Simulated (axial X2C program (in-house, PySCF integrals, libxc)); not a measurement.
Low determinants of GaF⁻ at the PBE0 level, two-component

All values were computed with an axial X2C code built on PySCF integrals. Two-component (2c) means X2C with spin–orbit coupling and atomic mean-field two-electron Coulomb and Gaunt terms. Basis: Ga dyall-acv3z [10s10p8d5f1g], F dyall-av3z [7s6p3d2f] (cores contracted in-house); Gaussian nuclei, density fitting, unrestricted open shells. Masses: Ga 68.926 u, F 18.998 u.

Search at 1.880 Å (vertical energies from the lowest determinant):

| ΔE (eV) | state | electrons beyond evenly filled partner blocks | electrons in ±ω = 1/2, 3/2, 5/2, 7/2 |
| --- | --- | --- | --- |
| 0.00 | Ω = 1/2 | ω = 1/2 | 29 10 2 0 |
| 0.03 | Ω = 3/2 | ω = 3/2 | 28 11 2 0 |
| 2.38 | Ω = 5/2 | ω = 5/2 | 28 10 3 0 |
| 4.33 | Ω = 5/2 | 2 × ω = 1/2, ω = 3/2 | 28 11 2 0 |
| 4.36 | Ω = 1/2 | 2 × ω = -1/2, ω = 3/2 | 28 11 2 0 |
| 5.09 | Ω = 3/2 | 3 × ω = 1/2 | 29 10 2 0 |
| 7.16 | Ω = 5/2 | ω = -1/2, 2 × ω = 3/2 | 29 10 2 0 |

Lowest determinant, Ω = 1/2 (⟨Sz⟩ = -0.50, ⟨Lz⟩ = 1.00 at PBE0): Re = 1.834 Å, ωe = 509.7 cm⁻¹.

The determinant in row 2 of the search, Ω = 3/2 (⟨Sz⟩ = 0.50, ⟨Lz⟩ = 1.00 at PBE0), was followed along the bond at PBE0; measured from the minimum of the lowest determinant it gives:

Te = 0.027 eV (216 cm⁻¹), Re = 1.831 Å, ωe = 514.1 cm⁻¹.

Q: Compare the bond of the determinant in row 2 with that of the lowest one.

A: At PBE0 its Re is 0.003 Å shorter and its force constant, which goes as ωe², is 1.02 times that of the lowest determinant. T0 ≈ Te + Δωe/2 = 216 + (2) = 218 cm⁻¹.

The search compares states at one distance, so a state with another bond length can lie lower; it is not exhaustive and yields mostly the lowest determinant of each block pattern, so other components and higher states of one pattern are missing. These are energies of single determinants, not of spin-adapted states; PBE0 term energies can be off by some tenths of an eV, and the functional has no current term. The lowest determinant need not be the ground state where others lie within half an eV. For an anion, determinants above electron detachment are held by the basis set. Row 1 has a positive highest level at its minimum. Row 2 has a positive highest level at its minimum.
